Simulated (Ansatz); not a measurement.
Isolated molecules relaxed with PBE0-D4/def2-TZVP in Ansatz; ΔE leaves out vibrations. CBS: MP2 limit from def2 TZ/QZ plus the TZ coupled-cluster correction, frozen cores. This one scheme is used for every species. Functionals use def2-TZVPP. Elements past krypton have def2 core potentials. For In outer-core shells are correlated without core-valence functions, which leaves a few kJ/mol of doubt a bond. One conformer a species, not always the lowest.

Reaction (ligand exchange at the In–N bond): `[F][In]([Cl])[N]([SiH3])[SiH3]` + H–F → `[F][In]([F])[Cl]` + `[SiH3]N[SiH3]`

`[F][In]([Cl])[N]([SiH3])[SiH3]`:

Z-matrix (Å, degrees):
```
In
Cl 1 2.288
N 1 2.009 2 129.9
Si 1 3.247 2 157.6 3 0.1
F 1 1.939 2 116.6 3 -180.0
Si 1 3.245 2 102.2 3 0.0
H 4 1.485 1 93.6 2 -125.8
H 4 1.489 1 139.2 2 -0.4
H 4 1.485 1 93.7 2 125.3
H 6 1.487 1 123.6 2 103.5
H 6 1.488 1 75.4 2 -0.1
H 6 1.487 1 123.6 2 -103.6
```

H–F:

```xyz
2

F     0.201   -0.298   -0.287
H    -0.201    0.298    0.287
```

`[F][In]([F])[Cl]`:

```xyz
4

F     0.951   -0.268   -1.682
In   -0.023   -0.003   -0.046
F    -1.928    0.148   -0.257
Cl    1.000    0.123    1.984
```

`[SiH3]N[SiH3]`:

```xyz
10

Si   -0.896    0.051    1.277
N    -0.456    0.215   -0.383
Si    1.058   -0.119   -1.142
H     0.348   -0.212    2.042
H    -1.851   -1.069    1.507
H    -1.546    1.292    1.780
H    -1.202    0.493   -1.006
H     2.049   -0.361   -0.065
H     1.496    1.027   -1.984
H     1.001   -1.317   -2.026
```

Q: Is it downhill or uphill in electronic energy at CCSD(T)/CBS, and by how much? (Estimate.)

A: Ansatz gave: Downhill: ΔE = -1.0 kcal/mol.

Q: What do these levels give: B97M-V, r2SCANh-D4, BHLYP-D4, B2PLYP, r2SCANh, CCSD/def2-TZVPP? (Best estimate.)

A: The calculation gave: B97M-V -8.2, r2SCANh-D4 -5.4, BHLYP-D4 -4.6, B2PLYP -6.1, r2SCANh -6.1, CCSD/def2-TZVPP -2.4 kcal/mol.

Largest T1 diagnostic among the species: 0.016.

From BLYP to BHLYP (50 % exact exchange), in def2-TZVPP and without D4, ΔE moves by +2.5 kcal/mol. Leaving LDA and LC-ωPBE aside and taking each functional with its dispersion term where it has one, the values, not all of them listed here, spread over 5.2 kcal/mol, from B97M-V to PBE-QIDH. LDA lies +4.3 kcal/mol from PBE without D4. In def2-TZVPP, CCSD(T) changes the Hartree–Fock value by +8.6 kcal/mol (the triples alone add +1.1 kcal/mol) and MP2 by +10.4 kcal/mol.
